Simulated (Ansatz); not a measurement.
Relaxation of the cluster PdI2 with RKS r2SCAN-D4/def2-TZVP.

```sh
$ ansatz run in.yaml --threads 4 --pin off --events-out ev --progress --plain --max-ram 3916MiB
```

```yaml
crystal:
  periodic: [false, false, false]
  atoms:
    - {symbol: Pd, position_ang: [-1.575220, -1.309700, 0.172260]}
    - {symbol: I, position_ang: [2.095940, 0.471370, 0.290750]}
    - {symbol: I, position_ang: [-0.520720, 0.838330, -0.463010]}
basis:
  gaussian: {orbitals: def2-TZVP}
hamiltonian: {xc: r2scan, dispersion: d4}
scf: {lower_state_search: "off"}
output: {orbitals: {seedname: orbitals}}
relax: {f_tol: 0.02, max_steps: 100}
```

Hardware: 4 threads of Arm Neoverse N1 on a shared host. Wall time 14 s.

Positions (Å) and forces (eV/Å) at steps 1, 2, 3, 4 of 4:

```xyz
3
step=1 energy=-19690.7556 eV
Pd   -1.575   -1.310    0.172    0.115    0.378   -0.128
I     2.096    0.471    0.291    0.400    0.002    0.091
I    -0.521    0.838   -0.463   -0.515   -0.380    0.037
3
step=2 energy=-19690.7836 eV
Pd   -1.627   -1.292    0.153   -0.102   -0.120    0.025
I     2.162    0.511    0.290   -0.033    0.033   -0.021
I    -0.535    0.781   -0.443    0.135    0.087   -0.004
3
step=3 energy=-19690.7884 eV
Pd   -1.676   -1.300    0.145   -0.026   -0.010   -0.002
I     2.190    0.543    0.283   -0.027    0.017   -0.013
I    -0.514    0.757   -0.428    0.052   -0.007    0.015
3
step=4 energy=-19690.7896 eV
Pd   -1.711   -1.302    0.138   -0.006   -0.006    0.001
I     2.209    0.567    0.277    0.010    0.001    0.002
I    -0.498    0.734   -0.415   -0.004    0.005   -0.003
```

In the def2 sets I, Pd take a core potential; there is no spin–orbit coupling. The restricted singlet is unstable towards broken spin symmetry in Hartree–Fock (as tested in another run); at r2SCAN-D4/def2-TZVP this wasn't settled. In the singlet, I2 and I3 lie 2.80 Å apart (atoms count from 1), so these atoms are partly bonded to each other. Another isomer (triplet) lies 0.84 eV lower at PBE0-D4/def2-TZVP; other spin states weren't run for this one.
